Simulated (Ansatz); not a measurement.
Basis sets compared for Al4P4H14, a cluster cut from wurtzite AlP (hydrogen-capped). Charge 0, multiplicity 1. Geometry r2SCAN-D4/def2-SVP. Ansatz on 2 threads of AMD EPYC 7R13 on a shared host and a share (18 GiB) of an NVIDIA H100 80GB HBM3; times are rough, and most runs start from earlier orbitals.

```xyz
22

Al    2.684   -0.080   -0.413
P     1.343    1.997   -0.071
Al   -0.692   -1.619   -2.070
P     0.886   -1.670   -0.255
P    -1.733    0.592   -1.565
Al   -1.031    1.941    0.296
Al   -0.079   -1.905    1.936
P    -1.165    0.338    2.080
H     3.233    0.067   -1.901
H     3.640   -0.122    0.861
H     1.546    2.917   -1.134
H     1.878    2.782    0.985
H     0.017   -1.386   -3.478
H    -1.885   -2.654   -1.862
H     1.548   -2.918   -0.445
H    -1.689    1.448   -2.698
H    -3.144    0.478   -1.447
H    -1.768    3.329    0.507
H     1.021   -1.864    3.087
H    -1.308   -2.918    1.949
H    -0.754    1.031    3.251
H    -2.547    0.217    2.387
```

Binding counts from free atoms (Al doublet, P quartet, H doublet) in the same basis, without a counterpoise term.

| level | functions | energy (Eh) | HOMO (eV) | LUMO (eV) | binding per atom (eV) | wall time |
| --- | --- | --- | --- | --- | --- | --- |
| PBE-D4/def2-SVP | 214 | -2341.7544 | -6.31 | -1.88 | 2.79 | 5.5 s |
| PBE0-D4/def2-SVP | 214 | -2341.9983 | -7.44 | -1.11 | 2.78 | 6 s |

(1) Estimate the rows for PBE-D4/def2-TZVP (with forces), PBE0-D4/def2-TZVP.

## Answers

(1) 
| level | functions | energy (Eh) | HOMO (eV) | LUMO (eV) | binding per atom (eV) | wall time |
| --- | --- | --- | --- | --- | --- | --- |
| PBE-D4/def2-TZVP (with forces) | 380 | -2342.5667 | -6.36 | -2.17 | 2.78 | 8 s |
| PBE0-D4/def2-TZVP | 380 | -2342.7973 | -7.45 | -1.38 | 2.78 | 7.5 s |
